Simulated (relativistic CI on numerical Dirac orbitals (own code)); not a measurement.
Hg⁴⁺ (5d8) in a crystal field

Calculated by Dirac-Coulomb-Breit CI, orbitals from a KLI potential per configuration, QED by a radiative potential, valence Slater integrals scaled by 0.85, one configuration in a parametric crystal field (own radial code).

Field parameters in Wybourne normalisation: D4h B²₀ = −7Ds, B⁴₀ = 21(Dq − Dt), B⁴₄ = 21√(5/14) Dq. The field is a parameter set, without covalency.

S and J are read from ⟨S²⟩ = S(S + 1) and ⟨J²⟩ = J(J + 1) of each level; they are not fictitious spins.

D4h, 10Dq = 20950, Ds = -1500, Dt = 670 cm⁻¹, the lowest 10 levels:

| E (cm⁻¹) | Degeneracy | Irrep | S | J |
| --- | --- | --- | --- | --- |
| 0.0 | 1 | B2 | 0.99 | 3.81 |
| 278 | 2 | E | 0.98 | 3.75 |
| 8612 | 1 | A1 | 0.65 | 3.27 |
| 10741 | 1 | B1 | 0.49 | 2.90 |
| 14893 | 1 | B1 | 0.92 | 3.40 |
| 15101 | 2 | E | 0.95 | 3.80 |
| 15191 | 1 | A2 | 0.98 | 3.79 |
| 16221 | 1 | A1 | 0.83 | 3.39 |
| 18166 | 1 | B2 | 0.89 | 2.60 |
| 19196 | 1 | A1 | 0.69 | 3.43 |

D4h, 10Dq = 20950, Ds = -1090, Dt = 670 cm⁻¹, the lowest 16 levels:

```tsv
E (cm⁻¹)	Degeneracy	Irrep	S	J
0.0	1	B2	0.99	3.80
253	2	E	0.98	3.75
9010	1	A1	0.67	3.32
10629	1	B1	0.50	2.92
14761	1	A2	0.98	3.79
15457	2	E	0.95	3.80
15683	1	B1	0.91	3.41
16334	1	A1	0.80	3.27
18407	1	A1	0.70	3.47
18940	1	B2	0.89	2.62
21074	2	E	0.82	2.65
25629	1	B1	0.99	3.04
28397	1	A2	0.99	2.67
29736	1	B2	0.98	2.10
30004	2	E	0.91	2.82
31249	2	E	0.76	2.79
```

D4h, 10Dq = 20950, Ds = -680, Dt = 670 cm⁻¹, the lowest 16 levels:

```csv
E (cm⁻¹),Degeneracy,Irrep,S,J
0.0,1,B2,0.99,3.80
231,2,E,0.98,3.75
9141,1,A1,0.68,3.35
10521,1,B1,0.51,2.93
14325,1,A2,0.97,3.80
15699,2,E,0.95,3.78
16325,1,A1,0.76,3.15
16444,1,B1,0.91,3.43
17876,1,A1,0.73,3.54
19667,1,B2,0.89,2.63
20950,2,E,0.83,2.70
25458,1,B1,0.99,3.03
29307,1,A2,0.99,2.72
29626,1,B2,0.97,2.08
30279,2,E,0.86,2.82
30723,2,E,0.84,2.82
```

D4h, 10Dq = 20950, Ds = -270, Dt = 670 cm⁻¹, the lowest 10 levels:

```
E (cm⁻¹)  Degeneracy  Irrep     S     J
     0.0           1     B2  0.99  3.79
     211           2      E  0.98  3.76
    9008           1     A1  0.67  3.35
   10416           1     B1  0.52  2.94
   13883           1     A2  0.97  3.80
   15774           1     A1  0.75  3.21
   15811           2      E  0.95  3.73
   17173           1     B1  0.90  3.45
   18039           1     A1  0.75  3.47
   20331           1     B2  0.89  2.65
```

D4h, 10Dq = 20950, Ds = 140, Dt = 670 cm⁻¹, the lowest 10 levels:

| E (cm⁻¹) | Degeneracy | Irrep | S | J |
| --- | --- | --- | --- | --- |
| 0.0 | 1 | B2 | 0.99 | 3.79 |
| 195 | 2 | E | 0.98 | 3.76 |
| 8637 | 1 | A1 | 0.65 | 3.32 |
| 10314 | 1 | B1 | 0.53 | 2.95 |
| 13437 | 1 | A2 | 0.97 | 3.80 |
| 14921 | 1 | A1 | 0.78 | 3.31 |
| 15788 | 2 | E | 0.94 | 3.66 |
| 17864 | 1 | B1 | 0.89 | 3.47 |
| 18640 | 1 | A1 | 0.75 | 3.41 |
| 20916 | 1 | B2 | 0.89 | 2.66 |

The free-ion ground term has S = 1. Every field shown keeps that spin.

Levels of this model without a field, named by their leading LS term: 3F_4 0, 1D_2 8597, 3F_3 14257, 3P_2 22128, 3P_0 22358, 3P_1 27069, 1G_4 29763, 1D_2 36166 cm⁻¹.
